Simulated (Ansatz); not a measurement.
CH₃Cl₃Ge (`[CH3][Ge]([Cl])([Cl])[Cl]`), charge 0, multiplicity 1.

Q: Give a relaxed structure at PBE0-D4/def2-TZVP (the Gaussian-basis code of Ansatz). (An estimate is asked.)

A: Ansatz gave: 
Z-matrix (Å, degrees):
```
C
Ge 1 1.926
H 1 1.090 2 109.0
H 1 1.090 2 109.0 3 -120.0
H 1 1.090 2 108.9 3 120.0
Cl 2 2.135 1 111.4 3 59.8
Cl 2 2.135 1 111.3 3 179.8
Cl 2 2.135 1 111.3 3 -60.2
```
Point group C3v.
